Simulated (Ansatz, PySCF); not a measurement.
C4H12BN (SMILES BN(CC)CC), singlet, at a GFN2-xTB geometry, with bond 14-7 at 1.4 times its length. Base run: CASSCF(2,4)/STO-3G (PySCF).

Here is a job for PySCF.
```python
from pyscf import gto, scf, mcscf
import numpy

mol = gto.M(
    atom='''
B    -0.32878551    0.73643444    1.75758816
H     0.28999347    0.37439528    2.68477743
H    -0.94211461    1.73486924    1.78883713
N    -0.35415786   -0.03636002    0.61426770
C    -1.08250824    0.37243034   -0.57763622
C    -0.38949940    1.50182291   -1.34007472
C     0.35451503   -1.29462660    0.49150923
C     1.57461109   -1.21977759   -0.42755189
H    -1.21017051   -0.49161947   -1.23722529
H    -2.07745024    0.71646341   -0.27876149
H    -0.98720880    1.78935631   -2.20217447
H    -0.27245666    2.36468742   -0.69016576
H     0.59497894    1.19753087   -1.68496059
H     0.81220454   -1.71061500    1.88811739
H    -0.33321317   -2.06479673    0.11679201
H     2.23551170   -0.42001991   -0.10172726
H     2.11990670   -2.15997049   -0.39159115
H     1.28110871   -1.03588121   -1.45818026
''',
    basis='sto-3g',
    verbose=3,
)

mf = scf.RHF(mol)
mf.kernel()
mc = mcscf.CASSCF(mf, 4, 2)
mc.fix_spin_(ss=0.0)
mc.kernel()
occ = numpy.linalg.eigvalsh(mc.fcisolver.make_rdm1(mc.ci, mc.ncas, mc.nelecas))[::-1]
ss = mc.fcisolver.spin_square(mc.ci, mc.ncas, mc.nelecas)[0]
print('natural occupations', occ.round(4), ' <S^2>', round(ss, 4))
```

Programs used: Ansatz (a quantum-chemistry and plane-wave program), PySCF; a row that names a program was run with it.

Variants of this job, named by their change:

| change | ΔE vs base (mEh) | natural occupations | <S^2> of the state |
|---|---|---|---|
| base | 0.000 | 1.97 0.02 0.00 0.00 | 0.00 |
| orbitals = fixed (CASCI) | 6.116 | 1.99 0.01 0.00 0.00 | 0.00 |
| active space = 6 electrons, 4 orbitals | -0.701 | 2.00 2.00 1.98 0.03 | 0.00 |
| solver = newton | 0.000 | 1.97 0.02 0.00 0.00 | 0.00 |
| fix_spin_ = off | 0.000 | 1.97 0.02 0.00 0.00 | 0.00 |
| state_average = 2 states | 2.194 | - | - |
| code = ansatz | -28.489 | - | - |
| code = ansatz; correction = SC-NEVPT2, all electrons | -316.2 | - | - |
| conv_tol = 1e-5 | 0.005 | 1.98 0.02 0.00 0.00 | 0.00 |
| active space = 4 electrons, 4 orbitals | -40.079 | 1.98 1.91 0.09 0.02 | 0.00 |
| active space = 4 electrons, 5 orbitals | -41.145 | 1.97 1.91 0.09 0.02 0.00 | 0.00 |

Active orbitals are taken around the Fermi level unless the row says otherwise; CASSCF can end in different local minima, and two programs can end on different orbitals. State-averaged rows give the lowest state.
